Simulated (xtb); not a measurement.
iodoethane (C$_{2}$H$_{5}$I), singlet, from a rough starting geometry; GFN2-xTB run with xtb.

Here is a job for xtb.
```
$ xtb mol.xyz --gfn 2 --opt vtight --json

# file mol.xyz
8

C     -0.74321482     0.26901280     0.12517212
C      0.53616884    -0.43519838    -0.10972511
I      2.21176529     0.80841281     0.39161825
H     -0.88974466     0.55482350     1.14126004
H     -1.56286558    -0.38695329    -0.20782157
H     -0.84029584     1.13563047    -0.52255226
H      0.66679762    -1.32410941     0.53541210
H      0.68017506    -0.66705400    -1.23369565
```

What the program printed (banner, timings and long lists left out):

```
   ID    Z sym.   atoms
    1    6 C      1, 2
    2   53 I      3
    3    1 H      4-8

           -------------------------------------------------
          |                Calculation Setup                |
           -------------------------------------------------

           -------------------------------------------------
          |                 G F N 2 - x T B                 |
           -------------------------------------------------

          ...................................................
          :                      SETUP                      :
          :.................................................:
          :  # basis functions                  23          :
          :  # atomic orbitals                  22          :
          :  # shells                           12          :
          :  # electrons                        20          :
          :  max. iterations                   250          :
          :  Hamiltonian                  GFN2-xTB          :
          :  restarted?                      false          :
          :  GBSA solvation                  false          :
          :  PC potential                    false          :
          :  electronic temp.          300.0000000     K    :
          :  accuracy                    1.0000000          :
          :  -> integral cutoff          0.2500000E+02      :
          :  -> integral neglect         0.1000000E-07      :
          :  -> SCF convergence          0.1000000E-05 Eh   :
          :  -> wf. convergence          0.1000000E-03 e    :
          :  Broyden damping             0.4000000          :
          :  net charge                          0          :
          :  unpaired electrons                  0          :
          ...................................................

 iter      E             dE          RMSdq      gap      omega  full diag
   1    -10.7151208 -0.107151E+02  0.736E+00    5.38       0.0  T
   2    -10.7323581 -0.172373E-01  0.516E+00    4.82       1.0  T
   3    -10.7238764  0.848161E-02  0.300E+00    5.14       1.0  T
   4    -10.7369125 -0.130361E-01  0.868E-01    4.83       1.0  T
   5    -10.7371984 -0.285941E-03  0.405E-01    4.82       1.0  T
   6    -10.7372550 -0.565679E-04  0.229E-01    4.79       1.0  T
   7    -10.7372917 -0.366564E-04  0.355E-02    4.80       1.0  T
   8    -10.7372919 -0.230437E-06  0.132E-02    4.80       2.7  T
   9    -10.7372919 -0.421424E-07  0.219E-03    4.80      16.2  T
  10    -10.7372919 -0.124790E-08  0.216E-04    4.80     163.6  T
  11    -10.7372919 -0.250431E-10  0.914E-05    4.80     386.7  T

   *** convergence criteria satisfied after 11 iterations ***

         :::::::::::::::::::::::::::::::::::::::::::::::::::::
         ::                     SUMMARY                     ::
         :::::::::::::::::::::::::::::::::::::::::::::::::::::
         :: total energy             -10.633647169091 Eh    ::
         :: gradient norm              0.063848148905 Eh/a0 ::
         :: HOMO-LUMO gap              4.795441893295 eV    ::
         ::.................................................::
         :: SCC energy               -10.737291253832 Eh    ::
         :: -> isotropic ES            0.003979848090 Eh    ::
         :: -> anisotropic ES          0.001494975936 Eh    ::
         :: -> anisotropic XC          0.003115128974 Eh    ::
         :: -> dispersion             -0.003797716191 Eh    ::
         :: repulsion energy           0.103644084741 Eh    ::
         :: add. restraining           0.000000000000 Eh    ::
         :: total charge               0.000000000000 e     ::
         :::::::::::::::::::::::::::::::::::::::::::::::::::::

      -----------------------------------------------------------
     |                   =====================                   |
     |                        A N C O P T                        |
     |                   =====================                   |
[...]
 * total energy  :   -10.6336472 Eh     change       -0.2179590E-10 Eh
 * total energy  :   -10.6376674 Eh     change       -0.4020197E-02 Eh
 * total energy  :   -10.6382523 Eh     change       -0.5849519E-03 Eh
 * total energy  :   -10.6385495 Eh     change       -0.2972281E-03 Eh
 * total energy  :   -10.6386144 Eh     change       -0.6488543E-04 Eh
 * total energy  :   -10.6387349 Eh     change       -0.1204776E-03 Eh
 * total energy  :   -10.6386376 Eh     change        0.9733381E-04 Eh
 * total energy  :   -10.6387472 Eh     change       -0.1096390E-03 Eh
 * total energy  :   -10.6387570 Eh     change       -0.9807588E-05 Eh
 * total energy  :   -10.6387604 Eh     change       -0.3388491E-05 Eh
 * total energy  :   -10.6387604 Eh     change       -0.7860848E-08 Eh
   *** GEOMETRY OPTIMIZATION CONVERGED AFTER 11 ITERATIONS ***
         :: total energy             -10.638760418603 Eh    ::
[...]
         5        2.0000           -0.5220011             -14.2044
         6        2.0000           -0.5008872             -13.6298
         7        2.0000           -0.4714699             -12.8293
         8        2.0000           -0.4623644             -12.5816
         9        2.0000           -0.4058651             -11.0442
        10        2.0000           -0.4041385             -10.9972 (HOMO)
        11                         -0.2330131              -6.3406 (LUMO)
        12                          0.0225490               0.6136
        13                          0.0255846               0.6962
        14                          0.0356569               0.9703
        15                          0.0474091               1.2901
        16                          0.1166022               3.1729
        17                          0.1407895               3.8311
        18                          0.1591399               4.3304
        19                          0.1722359               4.6868
        20                          0.2176865               5.9236
        21                          0.2726257               7.4185
        22                          0.3583164               9.7503
      -------------------------------------------------------------
                  HL-Gap            0.1711254 Eh            4.6566 eV
             Fermi-level           -0.3185758 Eh           -8.6689 eV

     #   Z          covCN         q      C6AA      α(0)
     1   6 C        3.864    -0.099    22.349     6.723
     2   6 C        3.780     0.006    20.502     6.451
     3  53 I        1.084    -0.156   383.538    33.807
     4   1 H        0.925     0.051     2.305     2.374
     5   1 H        0.925     0.044     2.399     2.422
     6   1 H        0.925     0.051     2.305     2.374
     7   1 H        0.933     0.052     2.299     2.371
     8   1 H        0.933     0.052     2.299     2.371

 Mol. C6AA /au·bohr⁶  :       1321.712822
 Mol. C8AA /au·bohr⁸  :      69335.883777
 Mol. α(0) /au        :         58.892779

Wiberg/Mayer (AO) data.
largest (>0.10) Wiberg bond orders for each atom

 ---------------------------------------------------------------------------
     #   Z sym  total        # sym  WBO       # sym  WBO       # sym  WBO
 ---------------------------------------------------------------------------
     1   6 C    3.993 --     2 C    1.040     6 H    0.987     4 H    0.987
                             5 H    0.975
     2   6 C    3.966 --     1 C    1.040     8 H    0.984     7 H    0.984
                             3 I    0.955
     3  53 I    0.987 --     2 C    0.955
     4   1 H    0.997 --     1 C    0.987
     5   1 H    0.998 --     1 C    0.975
     6   1 H    0.997 --     1 C    0.987
     7   1 H    0.997 --     2 C    0.984
     8   1 H    0.997 --     2 C    0.984
 ---------------------------------------------------------------------------

Topologies differ in total number of bonds
Writing topology from bond orders to xtbtopo.mol

molecular dipole:
                 x           y           z       tot (Debye)
 q only:       -0.676      -0.363      -0.157
   full:       -1.274      -0.834      -0.351       3.973
molecular quadrupole (traceless):
                xx          xy          yy          xz          yz          zz
 q only:       -2.574      -2.067       1.166      -0.931      -0.213       1.407
  q+dip:       -7.862      -6.506       2.644      -2.913      -1.443       5.218
   full:       -6.737      -5.355       2.575      -2.410      -0.965       4.163

optimized geometry written to: xtbopt.xyz

           -------------------------------------------------
          | TOTAL ENERGY              -10.638760418603 Eh   |
          | GRADIENT NORM               0.000070327649 Eh/α |
          | HOMO-LUMO GAP               4.656557963089 eV   |
           -------------------------------------------------

normal termination of xtb
```
